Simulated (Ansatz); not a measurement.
Computed with Ansatz on PBE0-D4/def2-TZVP structures; ΔE is electronic, products minus reactants. CBS: MP2 limit from def2 TZ/QZ plus the TZ coupled-cluster correction, frozen cores. This one scheme is used for every species. Functionals use def2-TZVPP. One conformer a species, not always the lowest.

Reaction (redistribution): `BB(O)S` + `C[Si](O)(O)F` → `B[Si](O)(O)F` + `CB(O)S`

```tsv
level	ΔE (kJ/mol)
revPBE-D4	11.2
MP2/def2-SVP	1.2
```

(1) What does CCSD(T)/CBS give? (Estimate.)

Largest T1 diagnostic among the species: 0.014.

## Answers

(1) Computed: +9.9 kJ/mol. The listed levels differ from it by 1.3, -8.7 kJ/mol.

Leaving LDA and LC-ωPBE aside and taking each functional with its dispersion term where it has one, the values, not all of them listed here, spread over 5.7 kJ/mol, from ωB97X-V to r2SCAN-D4. At CCSD(T), def2-SVP lies −9.6 kJ/mol from the extrapolated value and def2-TZVPP −0.7 kJ/mol.
